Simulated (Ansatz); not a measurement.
Level of theory: frozen-core CCSD(T)/def2-TZVPP // PBE-D3(BJ)/def2-SVP run with Ansatz (a program for electronic structure).

Ansatz 0.2 input:
```yaml
crystal:
  periodic: [false, false, false]
  atoms:
    - { symbol: Y, position_ang: [-0.3745, -0.380339, -0.77505] }
    - { symbol: C, position_ang: [1.649508, 0.71143, -1.173483] }
    - { symbol: H, position_ang: [2.270296, 0.276654, -1.991879] }
    - { symbol: H, position_ang: [2.270025, 0.655261, -0.248337] }
    - { symbol: H, position_ang: [1.513974, 1.793555, -1.402723] }
    - { symbol: C, position_ang: [0.077209, -1.953884, 0.888445] }
    - { symbol: H, position_ang: [-0.603842, -2.837245, 0.902945] }
    - { symbol: H, position_ang: [-0.031494, -1.4603, 1.882721] }
    - { symbol: H, position_ang: [1.119926, -2.343655, 0.836527] }
    - { symbol: C, position_ang: [-1.755727, 1.212669, 0.225884] }
    - { symbol: H, position_ang: [-2.391232, 1.798813, -0.478977] }
    - { symbol: H, position_ang: [-1.111995, 1.95426, 0.754866] }
    - { symbol: H, position_ang: [-2.434026, 0.773117, 0.992976] }
basis:
  gaussian: { orbitals: def2-TZVPP }
correlation:
  method: ccsd_t
```

Output:

```
Functional definition: HF
1615 factors; integrals over basis functions are off by at most 1.1e-3 eV
mean field evaluation 1: about -4258.3631 eV, gradient 5.1e1 eV
mean field evaluation 2: about -4258.4370 eV, gradient 5.1e1 eV
mean field evaluation 4: about -4264.8839 eV, gradient 3.5e0 eV
mean field evaluation 8: about -4264.9715 eV, gradient 3.0e-1 eV
mean field evaluation 16: about -4264.9724 eV, gradient 2.7e-6 eV
mean field -4264.97243007 eV, -156.7348459028 hartree, gradient 2.7e-6 eV, S^2 0.000000; 0 other end points of the search recorded, 0 dependent functions left out
3 core orbitals not correlated
reference -4264.97243007 eV, -156.7348459028 hartree; 16, 16 occupied and 256, 256 virtual orbitals, 1615 factors
second order -22.27710989 eV of doubles, -0.00000000 eV of singles
cycle   1  -23.04245129 eV  change   -7.7e-1 eV  update   1.0e-1
cycle   2  -23.51712009 eV  change   -4.7e-1 eV  update   3.0e-2
cycle   3  -23.63837351 eV  change   -1.2e-1 eV  update   1.9e-2
cycle   4  -23.63774414 eV  change    6.3e-4 eV  update   6.0e-3
cycle   5  -23.63277493 eV  change    5.0e-3 eV  update   3.4e-3
cycle   6  -23.63275466 eV  change    2.0e-5 eV  update   1.3e-3
cycle   7  -23.63267722 eV  change    7.7e-5 eV  update   5.2e-4
cycle   8  -23.63265095 eV  change    2.6e-5 eV  update   1.7e-4
cycle   9  -23.63270991 eV  change   -5.9e-5 eV  update   7.7e-5
cycle  10  -23.63270107 eV  change    8.8e-6 eV  update   3.0e-5
perturbative correction -0.89219343 eV, -0.0327875039 hartree
Total energy: -4289.49732457 eV, -157.6361191523 hartree
```

Cost: very roughly 9 core-minutes.
